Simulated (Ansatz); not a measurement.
CH$_{5}$PSe (`C[Se]P`), relaxed with RKS PBE0-D4/def2-TZVP in Ansatz 0.2.0 from a PBE-D4/def2-SVP geometry. The force threshold is 0.005 eV/Å; the program also tests the step.

Total charge 0; spin multiplicity 1.

Start:

```xyz
8

C     0.072    1.464   -0.140
Se   -0.829   -0.163   -0.794
P     0.295   -1.634    0.552
H     1.155    1.429   -0.360
H    -0.099    1.598    0.944
H    -0.388    2.305   -0.692
H    -0.851   -2.408    0.962
H     0.645   -2.590   -0.470
```

```json
{"step": "1", "energy (eV)": "-75745.3340", "largest force (eV/Å)": "0.671", "largest move (Å)": "0.000"}
{"step": "2", "energy (eV)": "-75745.3698", "largest force (eV/Å)": "0.225", "largest move (Å)": "0.033"}
{"step": "3", "energy (eV)": "-75745.3719", "largest force (eV/Å)": "0.074", "largest move (Å)": "0.018"}
{"step": "4", "energy (eV)": "-75745.3726", "largest force (eV/Å)": "0.062", "largest move (Å)": "0.022"}
{"step": "5", "energy (eV)": "-75745.3729", "largest force (eV/Å)": "0.008", "largest move (Å)": "0.007"}
{"step": "6 (rejected)", "energy (eV)": "-75745.3729", "largest force (eV/Å)": "0.006", "largest move (Å)": "0.006"}
{"step": "7", "energy (eV)": "-75745.3730", "largest force (eV/Å)": "0.003", "largest move (Å)": "0.003"}
```

End:

```xyz
8

C     0.070    1.451   -0.137
Se   -0.813   -0.164   -0.787
P     0.291   -1.619    0.530
H     1.137    1.408   -0.344
H    -0.110    1.577    0.928
H    -0.376    2.280   -0.685
H    -0.832   -2.368    0.968
H     0.633   -2.565   -0.472
```

Run time 29 s (2 threads of an Arm Neoverse V1 on a shared host); peak host memory 0.34 GiB.
